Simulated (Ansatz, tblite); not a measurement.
Removing an electron: AlCl2(NH2) (AlNCl2H2). Total charge 0; singlet. Geometry: PBE0-D4/def2-SVP. Ansatz, gas phase; energy differences of separate SCF runs; the oxidised species was run as a doublet alone.

Cartesian coordinates in Å:
```
Al -0.314 -0.613 -0.203
Cl -2.390 -0.693 -0.446
Cl 0.837 -2.324 -0.553
N 0.455 0.882 0.293
H 1.452 1.001 0.431
H -0.039 1.747 0.479
```

The xTB rows come from tblite. Correlated methods freeze 16 core orbitals. HOMO above LUMO, or a gap near zero within one spin, warns that the state may not be the lowest or that an electron is smeared out.

```
          level  −HOMO (eV)  vertical IE (eV)  −LUMO (eV)  HOMO–LUMO gap (eV)
       GFN1-xTB       11.34             14.82        7.21                4.13
       GFN2-xTB       11.06             14.41        7.00                4.06
  HF/def2-TZVPP           –              9.04           –                   –
 MP2/def2-TZVPP           –             10.60           –                   –
CCSD/def2-TZVPP           –             10.36           –                   –
```

(1) Estimate the rows for PBE-D4/def2-TZVP, r2SCAN-D4/def2-TZVP, PBE0-D4/def2-TZVP, CCSD(T)/def2-TZVPP.

## Answers

(1) 
| level | −HOMO (eV) | vertical IE (eV) | −LUMO (eV) | HOMO–LUMO gap (eV) | remarks |
| --- | --- | --- | --- | --- | --- |
| PBE-D4/def2-TZVP | 6.58 | 10.01 | 1.49 | 5.09 | gap within one spin near zero (+1 doublet) |
| r2SCAN-D4/def2-TZVP | 6.90 | 10.13 | 1.02 | 5.88 | gap within one spin near zero (+1 doublet) |
| PBE0-D4/def2-TZVP | 8.01 | 10.30 | 0.65 | 7.37 | – |
| CCSD(T)/def2-TZVPP | – | 10.43 | – | – | – |

Relaxing the oxidised species (PBE0-D4/def2-SVP) changes its energy by -0.49 eV at PBE0-D4/def2-TZVP, so the adiabatic ionisation energy to this nearest minimum is 9.81 eV. At PBE-D4/def2-TZVP it is 9.71 eV.    Raw xTB energy differences between charge states are shifted by several eV; the methods need an empirical correction for them.
